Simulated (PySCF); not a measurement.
C₂H₆SZn, SMILES [SH][Zn][CH2]C.

Geometry: PBE-D3(BJ)/def2-SVP. The isomer is the one that the SMILES or the coordinates give; other isomers of the formula were not compared. Other conformers were not sampled.

Two levels are set side by side: TDA-PBE/def2-SVPD (PySCF) and TDA-CAM-B3LYP/def2-SVPD (PySCF). Vertical, same geometry. The lowest singlet is HOMO→LUMO 50 %, HOMO→LUMO+1 50 % with PBE and HOMO→LUMO 93 % with the other functional; states are paired by order. Differences are taken from unrounded values.

```json
[
 {"quantity": "lowest singlet excitation (eV)", "TDA-CAM-B3LYP": "5.48", "TDA-PBE": "4.84", "TDA-PBE minus TDA-CAM-B3LYP": "-0.64"},
 {"quantity": "lowest triplet excitation (TDA) (eV)", "TDA-CAM-B3LYP": "5.08", "TDA-PBE": "4.54", "TDA-PBE minus TDA-CAM-B3LYP": "-0.53"},
 {"quantity": "first bright state (f over 0.05) (eV)", "TDA-CAM-B3LYP": "5.48", "TDA-PBE": "5.86", "TDA-PBE minus TDA-CAM-B3LYP": "0.38"},
 {"quantity": "its oscillator strength", "TDA-CAM-B3LYP": "0.05", "TDA-PBE": "0.33", "TDA-PBE minus TDA-CAM-B3LYP": "0.27"}
]
```

Functionals without exact exchange tend to place singlet excitations lower, as here. Differences between two approximate levels are no errors against the true value.

Rough cost on one machine, each run with all the roots and properties that it gave: TDA-CAM-B3LYP against TDA-PBE about 4 times.
